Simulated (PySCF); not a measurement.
ClF2GeH2N, SMILES [F][Ge]([Cl])([NH2])[F]. Atoms are numbered in the order given.

```xyz
7

N      1.8506    -0.3829     0.3601
Ge     0.1387     0.1686     0.1452
F     -0.6161     0.3578     1.6973
F     -0.0350     1.7512    -0.5712
Cl    -0.9555    -1.2475    -1.0276
H      2.2175    -0.8539    -0.4745
H      2.4928     0.3662     0.6439
```
Charge 0, spin multiplicity 1.

Geometry optimised at PBE-D3(BJ)/def2-SVP. The structure was generated by enumeration, and PubChem lists no compound with its InChIKey, so it may never have been made. One conformer was computed; it need not be the lowest.

Computed with KT2/pcSseg-1 run with PySCF.

GIAO shieldings, no solvent; atoms listed in one row are averaged. δ = σ(ref) − σ: ¹⁵N against NH3 (σ = 266.2 ppm); ⁷³Ge against GeH4 (σ = 1669.3 ppm); ¹⁹F against CFCl3 (σ = 127.1 ppm); ³⁵Cl against HCl (σ = 945.4 ppm); ¹H against TMS (σ = 31.47 ppm), references at their B3LYP-D3(BJ)/def2-TZVP geometries, non-relativistic (without spin–orbit terms, shifts of atoms bonded to Cl or Br come out too high).

Task: Estimate the chemical shifts. (An estimate is asked for; the answer gives what the named calculation found.)

Result: 
```json
[
 {"nucleus": "¹⁵N", "atoms": "N1", "count": "1", "δ (ppm)": "49.3"},
 {"nucleus": "⁷³Ge", "atoms": "Ge2", "count": "1", "δ (ppm)": "366.7"},
 {"nucleus": "¹⁹F", "atoms": "F4", "count": "1", "δ (ppm)": "-120.6"},
 {"nucleus": "¹⁹F", "atoms": "F3", "count": "1", "δ (ppm)": "-142.4"},
 {"nucleus": "³⁵Cl", "atoms": "Cl5", "count": "1", "δ (ppm)": "98.0"},
 {"nucleus": "¹H", "atoms": "H6, H7", "count": "2", "δ (ppm)": "2.01"}
]
```
